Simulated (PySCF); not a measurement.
Excitation energy of Mg by level of theory

Mg [Ne] 3s2 (1S) → Mg [Ne] 3s1 3d1 (3D), as a difference of total energies. Calculation: PySCF 2.14, in aug-cc-pVTZ (6s5p3d2f, 50 functions); no relativity, point nucleus. Correlated levels: valence: [Ne] frozen. The calculations carry no spin-orbit coupling.

| method | excitation energy (cm⁻¹) |
| --- | --- |
| UHF | 45250 |
| MP2 (valence) | 49649 |
| SCS-MP2 (valence) | 51227 |
| CCSD (valence) | 51132 |

Errors of the correlated levels include the incompleteness of this basis and the frozen core.

The promoted electron is Rydberg-like, and one or two diffuse shells describe it only roughly, which tends to raise the upper state.

With two correlated electrons CCSD is exact in that space.

Which method comes closest to the reference value, and which is furthest?

The reference is 47957 cm⁻¹ (measured; NIST levels, between the centres of gravity of the two terms). Closest: MP2 (valence) (error 1691.8 cm⁻¹); furthest: SCS-MP2 (valence) (error 3269.7 cm⁻¹).
